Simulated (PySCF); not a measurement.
CH6OSeSi (SMILES CO[Se][SiH3]), singlet, at a GFN2-xTB geometry; PySCF with PBE0/6-31G, polarisability by finite fields.

PySCF was given this input:
```python
from pyscf import gto, scf, dft

mol = gto.M(
    atom='''
Se    0.15499529   -0.06196398    0.76543791
O     1.22024411    0.63793843   -0.56835193
C     1.81056116   -0.26587093   -1.46323615
H     1.06433921   -0.83458477   -2.02812906
H     2.38837917    0.34806053   -2.15651221
H     2.48527972   -0.96394560   -0.95916241
Si   -1.80437019    0.00394628   -0.40595440
H    -1.68819347   -0.83801658   -1.59797507
H    -2.10135903    1.37795620   -0.79622403
H    -2.78242257   -0.54622411    0.52270748
''',
    basis='6-31g',
    verbose=4,
)

mf = dft.RKS(mol)
mf.xc = 'pbe0'
mf.conv_tol = 1e-11
mf.kernel()
h0, z, done = mf.get_hcore(), mol.intor('int1e_r')[2], []
def energy(F):
    f = mf.copy()
    f.scf_summary = {}
    f.get_hcore = lambda *a: h0 + F * z
    e = f.kernel(mf.make_rdm1())
    done.append(f.converged)
    return e
F = 0.02
alpha = -(energy(F) + energy(-F) - 2 * mf.e_tot) / F**2
print('alpha_zz =', alpha)
```

Q: Write the output that PySCF gives for this input, abridged.

A: 
```
PySCF version 2.14.0

[INPUT] verbose = 4
[INPUT] num. atoms = 10
[INPUT] num. electrons = 68
[INPUT] charge = 0
[INPUT] spin (= nelec alpha-beta = 2S) = 0
[INPUT] symmetry False subgroup None
[INPUT] Mole.unit = angstrom
[INPUT] Symbol           X                Y                Z      unit          X                Y                Z       unit  Magmom
[INPUT]  1 Se     0.154995290000  -0.061963980000   0.765437910000 AA    0.292898648698  -0.117094951788   1.446468015259 Bohr   0.0
[INPUT]  2 O      1.220244110000   0.637938430000  -0.568351930000 AA    2.305927173014   1.205528917035  -1.074029490068 Bohr   0.0
[INPUT]  3 C      1.810561160000  -0.265870930000  -1.463236150000 AA    3.421464724175  -0.502423242183  -2.765115579063 Bohr   0.0
[INPUT]  4 H      1.064339210000  -0.834584770000  -2.028129060000 AA    2.011309610536  -1.577136643033  -3.832608468672 Bohr   0.0
[INPUT]  5 H      2.388379170000   0.348060530000  -2.156512210000 AA    4.513382512916   0.657739076471  -4.075217461181 Bohr   0.0
[INPUT]  6 H      2.485279720000  -0.963945600000  -0.959162410000 AA    4.696498013736  -1.821593182980  -1.812554263878 Bohr   0.0
[INPUT]  7 Si    -1.804370190000   0.003946280000  -0.405954400000 AA   -3.409765486429   0.007457388411  -0.767142635062 Bohr   0.0
[INPUT]  8 H     -1.688193470000  -0.838016580000  -1.597975070000 AA   -3.190223303579  -1.583621824045  -3.019735236183 Bohr   0.0
[INPUT]  9 H     -2.101359030000   1.377956200000  -0.796224030000 AA   -3.970993056082   2.603959829646  -1.504645350497 Bohr   0.0
[INPUT] 10 H     -2.782422570000  -0.546224110000   0.522707480000 AA   -5.258016620108  -1.032213970534   0.987773980462 Bohr   0.0

nuclear repulsion = 354.452904840562
number of shells = 40
number of NR pGTOs = 204
number of NR cGTOs = 70
basis = 6-31g
ecp = {}

******** <class 'pyscf.dft.rks.RKS'> ********
method = RKS
initial guess = minao
damping factor = 0
level_shift factor = 0
DIIS = <class 'pyscf.scf.diis.CDIIS'>
diis_start_cycle = 1
diis_space = 8
diis_damp = 0
SCF conv_tol = 1e-11
SCF conv_tol_grad = None
SCF max_cycles = 50
direct_scf = True
direct_scf_tol = 1e-13
XC library pyscf.dft.libxc version 7.1.2
    S. Lehtola, C. Steigemann, M. J. T. Oliveira, and M. A. L. Marques,  SoftwareX 7, 1–5 (2018)
XC functionals = pbe0
    C. Adamo and V. Barone,  J. Chem. Phys. 110, 6158 (1999)
    M. Ernzerhof and G. E. Scuseria,  J. Chem. Phys. 110, 5029 (1999)
radial grids:
    Treutler-Ahlrichs [JCP 102, 346 (1995); DOI:10.1063/1.469408] (M4) radial grids

becke partition: Becke, JCP 88, 2547 (1988); DOI:10.1063/1.454033
pruning grids: <function nwchem_prune>
grids dens level: 3
symmetrized grids: False
atomic radii adjust function: <function treutler_atomic_radii_adjust>
small_rho_cutoff = 0
Set gradient conv threshold to 3.16228e-06
Initial guess from minao.
tot grids = 126656
init E= -2806.2743141941
  HOMO = -0.270384082878715  LUMO = -0.127462196338989  gap/eV = 3.88910
cycle= 1 E= -2806.88908295642  delta_E= -0.615  |g|= 0.529  |ddm|= 2.97
  HOMO = -0.142804598226032  LUMO = -0.0146031106467306  gap/eV = 3.48854
cycle= 2 E= -2806.72362917055  delta_E= 0.165  |g|= 1.01  |ddm|= 1.73
  HOMO = -0.238996305892694  LUMO = -0.0443983585672907  gap/eV = 5.29528
cycle= 3 E= -2806.94956023948  delta_E= -0.226  |g|= 0.0855  |ddm|= 1.22
  HOMO = -0.249381616234469  LUMO = -0.0491746827262411  gap/eV = 5.44791
cycle= 4 E= -2806.95081554776  delta_E= -0.00126  |g|= 0.0307  |ddm|= 0.146
  HOMO = -0.245412357079416  LUMO = -0.0453944835135331  gap/eV = 5.44276
cycle= 5 E= -2806.95101895804  delta_E= -0.000203  |g|= 0.00314  |ddm|= 0.0501
  HOMO = -0.246028810144132  LUMO = -0.0459381191558825  gap/eV = 5.44475
cycle= 6 E= -2806.95102222093  delta_E= -3.26e-06  |g|= 0.000815  |ddm|= 0.00735
  HOMO = -0.2459380674786  LUMO = -0.0458940556153036  gap/eV = 5.44347
cycle= 7 E= -2806.95102242561  delta_E= -2.05e-07  |g|= 0.000235  |ddm|= 0.00136
  HOMO = -0.245921839360101  LUMO = -0.0458795167044648  gap/eV = 5.44343
cycle= 8 E= -2806.95102244144  delta_E= -1.58e-08  |g|= 4.01e-05  |ddm|= 0.000319
  HOMO = -0.245932155402797  LUMO = -0.045887654364861  gap/eV = 5.44349
cycle= 9 E= -2806.95102244213  delta_E= -6.88e-10  |g|= 6.19e-06  |ddm|= 0.000109
  HOMO = -0.245930238651085  LUMO = -0.0458859883102996  gap/eV = 5.44348
cycle= 10 E= -2806.95102244214  delta_E= -1.32e-11  |g|= 1.41e-06  |ddm|= 1.88e-05
  HOMO = -0.24593040118746  LUMO = -0.0458860836887403  gap/eV = 5.44348
cycle= 11 E= -2806.95102244215  delta_E= -9.09e-12  |g|= 3.36e-07  |ddm|= 3.62e-06
  HOMO = -0.245930367759324  LUMO = -0.0458860643576191  gap/eV = 5.44348
Extra cycle  E= -2806.95102244214  delta_E= 1.18e-11  |g|= 4.04e-07  |ddm|= 1.18e-06
converged SCF energy = -2806.95102244214

******** <class 'pyscf.dft.rks.RKS'> ********
method = RKS
initial guess = minao
damping factor = 0
level_shift factor = 0
DIIS = <class 'pyscf.scf.diis.CDIIS'>
diis_start_cycle = 1
diis_space = 8
diis_damp = 0
SCF conv_tol = 1e-11
SCF conv_tol_grad = None
SCF max_cycles = 50
direct_scf = True
direct_scf_tol = 1e-13
XC library pyscf.dft.libxc version 7.1.2
    S. Lehtola, C. Steigemann, M. J. T. Oliveira, and M. A. L. Marques,  SoftwareX 7, 1–5 (2018)
XC functionals = pbe0
    C. Adamo and V. Barone,  J. Chem. Phys. 110, 6158 (1999)
    M. Ernzerhof and G. E. Scuseria,  J. Chem. Phys. 110, 5029 (1999)
radial grids:
    Treutler-Ahlrichs [JCP 102, 346 (1995); DOI:10.1063/1.469408] (M4) radial grids

becke partition: Becke, JCP 88, 2547 (1988); DOI:10.1063/1.454033
pruning grids: <function nwchem_prune>
grids dens level: 3
symmetrized grids: False
atomic radii adjust function: <function treutler_atomic_radii_adjust>
small_rho_cutoff = 0
Overwritten attributes  get_hcore  of <class 'pyscf.dft.rks.RKS'>
Set gradient conv threshold to 3.16228e-06
init E= -2806.94192023206
  HOMO = -0.224657037989648  LUMO = -0.0350038989467567  gap/eV = 5.16072
cycle= 1 E= -2806.94955150293  delta_E= -0.00763  |g|= 0.0984  |ddm|= 0.718
  HOMO = -0.260336971711014  LUMO = -0.0552097925559569  gap/eV = 5.58179
cycle= 2 E= -2806.94768763806  delta_E= 0.00186  |g|= 0.145  |ddm|= 0.449
  HOMO = -0.247158750921768  LUMO = -0.0496931789219546  gap/eV = 5.37331
cycle= 3 E= -2806.95338189128  delta_E= -0.00569  |g|= 0.0275  |ddm|= 0.207
  HOMO = -0.24349515965241  LUMO = -0.0458579625800661  gap/eV = 5.37798
cycle= 4 E= -2806.95356841841  delta_E= -0.000187  |g|= 0.0069  |ddm|= 0.0479
  HOMO = -0.243860304563473  LUMO = -0.0462424004370776  gap/eV = 5.37746
cycle= 5 E= -2806.95357807133  delta_E= -9.65e-06  |g|= 0.000663  |ddm|= 0.00813
  HOMO = -0.243974244163261  LUMO = -0.046302139692548  gap/eV = 5.37893
cycle= 6 E= -2806.95357817212  delta_E= -1.01e-07  |g|= 0.000195  |ddm|= 0.0012
  HOMO = -0.243948843999132  LUMO = -0.0462754881116436  gap/eV = 5.37897
cycle= 7 E= -2806.95357818479  delta_E= -1.27e-08  |g|= 6.81e-05  |ddm|= 0.000405
  HOMO = -0.243948099340793  LUMO = -0.0462754690221301  gap/eV = 5.37895
cycle= 8 E= -2806.95357818606  delta_E= -1.27e-09  |g|= 8.33e-06  |ddm|= 7.84e-05
  HOMO = -0.243949861504863  LUMO = -0.0462766725914676  gap/eV = 5.37896
cycle= 9 E= -2806.95357818611  delta_E= -4.77e-11  |g|= 1.72e-06  |ddm|= 2.29e-05
  HOMO = -0.243949785377866  LUMO = -0.0462766085163717  gap/eV = 5.37896
cycle= 10 E= -2806.95357818611  delta_E= -3.64e-12  |g|= 2.17e-07  |ddm|= 4.33e-06
  HOMO = -0.243949780087648  LUMO = -0.0462765876569593  gap/eV = 5.37896
Extra cycle  E= -2806.95357818609  delta_E= 2.18e-11  |g|= 1.93e-07  |ddm|= 8.63e-07
converged SCF energy = -2806.95357818609

******** <class 'pyscf.dft.rks.RKS'> ********
method = RKS
initial guess = minao
damping factor = 0
level_shift factor = 0
DIIS = <class 'pyscf.scf.diis.CDIIS'>
diis_start_cycle = 1
diis_space = 8
diis_damp = 0
SCF conv_tol = 1e-11
SCF conv_tol_grad = None
SCF max_cycles = 50
direct_scf = True
direct_scf_tol = 1e-13
XC library pyscf.dft.libxc version 7.1.2
    S. Lehtola, C. Steigemann, M. J. T. Oliveira, and M. A. L. Marques,  SoftwareX 7, 1–5 (2018)
XC functionals = pbe0
    C. Adamo and V. Barone,  J. Chem. Phys. 110, 6158 (1999)
    M. Ernzerhof and G. E. Scuseria,  J. Chem. Phys. 110, 5029 (1999)
radial grids:
    Treutler-Ahlrichs [JCP 102, 346 (1995); DOI:10.1063/1.469408] (M4) radial grids

becke partition: Becke, JCP 88, 2547 (1988); DOI:10.1063/1.454033
pruning grids: <function nwchem_prune>
grids dens level: 3
symmetrized grids: False
atomic radii adjust function: <function treutler_atomic_radii_adjust>
small_rho_cutoff = 0
Set gradient conv threshold to 3.16228e-06
init E= -2806.96012465226
  HOMO = -0.251618555330325  LUMO = -0.0605376147459156  gap/eV = 5.19958
cycle= 1 E= -2806.96765263714  delta_E= -0.00753  |g|= 0.106  |ddm|= 0.666
  HOMO = -0.235301404401677  LUMO = -0.0447720353740357  gap/eV = 5.18457
cycle= 2 E= -2806.9638200262  delta_E= 0.00383  |g|= 0.178  |ddm|= 0.412
  HOMO = -0.245279092954004  LUMO = -0.0461150005128301  gap/eV = 5.41953
cycle= 3 E= -2806.97170471028  delta_E= -0.00788  |g|= 0.0253  |ddm|= 0.206
  HOMO = -0.249422339865033  LUMO = -0.0504766601866704  gap/eV = 5.41359
cycle= 4 E= -2806.97188970845  delta_E= -0.000185  |g|= 0.00661  |ddm|= 0.0455
  HOMO = -0.248958199843866  LUMO = -0.0499480454258454  gap/eV = 5.41534
cycle= 5 E= -2806.97189814362  delta_E= -8.44e-06  |g|= 0.000478  |ddm|= 0.00718
  HOMO = -0.248846104987679  LUMO = -0.0498341900253756  gap/eV = 5.41539
cycle= 6 E= -2806.97189820993  delta_E= -6.63e-08  |g|= 0.00017  |ddm|= 0.00108
  HOMO = -0.248872511215652  LUMO = -0.0498574903985078  gap/eV = 5.41547
cycle= 7 E= -2806.97189821991  delta_E= -9.98e-09  |g|= 6.06e-05  |ddm|= 0.000376
  HOMO = -0.248872113157735  LUMO = -0.0498558107440363  gap/eV = 5.41551
cycle= 8 E= -2806.97189822094  delta_E= -1.02e-09  |g|= 8.1e-06  |ddm|= 7.79e-05
  HOMO = -0.248871019983288  LUMO = -0.0498552675468082  gap/eV = 5.41549
cycle= 9 E= -2806.97189822097  delta_E= -3.41e-11  |g|= 1.47e-06  |ddm|= 2.35e-05
  HOMO = -0.248871179985488  LUMO = -0.0498554069186117  gap/eV = 5.41550
cycle= 10 E= -2806.97189822098  delta_E= -1.32e-11  |g|= 2.97e-07  |ddm|= 6.51e-06
  HOMO = -0.248871185878408  LUMO = -0.0498554274863365  gap/eV = 5.41549
cycle= 11 E= -2806.97189822097  delta_E= 1.18e-11  |g|= 7.22e-08  |ddm|= 1.71e-06
  HOMO = -0.248871174773697  LUMO = -0.0498554174112136  gap/eV = 5.41549
cycle= 12 E= -2806.97189822097  delta_E= 9.09e-13  |g|= 2.65e-08  |ddm|= 2.3e-07
  HOMO = -0.248871185014646  LUMO = -0.0498554261364812  gap/eV = 5.41549
Extra cycle  E= -2806.97189822099  delta_E= -2.14e-11  |g|= 2.21e-08  |ddm|= 9.57e-08
converged SCF energy = -2806.97189822099
alpha_zz = 58.578807013418555
```
